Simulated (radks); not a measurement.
Results of a calculation; reference values are marked as such.
Ta2+, configuration [Xe] 4f14 5d3. Level of theory: scalar-relativistic Kohn-Sham, PBE, spin-unpolarised, spherical densities, point nucleus (a radial shooting solver on a logarithmic mesh with Libxc functionals).

Normalised radial functions P(r) = r R(r), r in bohr:

```
   r/bohr * 4f (the largest magnitude, 1.27, reaches the edge; | marks zero)
 0.001429 *
 0.002219 *
 0.003445 *
  0.00535 *
  0.00824 *
  0.01279 *
  0.01987 *
  0.03085 *
  0.04751 |*
  0.07378 |  *
   0.1146 |         *
   0.1779 |                       *
    0.274 |                                          *
   0.4254 |                                                      *
   0.6605 |                                              *
    1.026 |                          *
     1.58 |          *
    2.453 |  *
    3.809 *
    5.914 *
```

4f: eigenvalue -40.268 eV, 0 radial nodes, <r> = 0.639 bohr, 90 % of the charge inside 1.07 bohr.
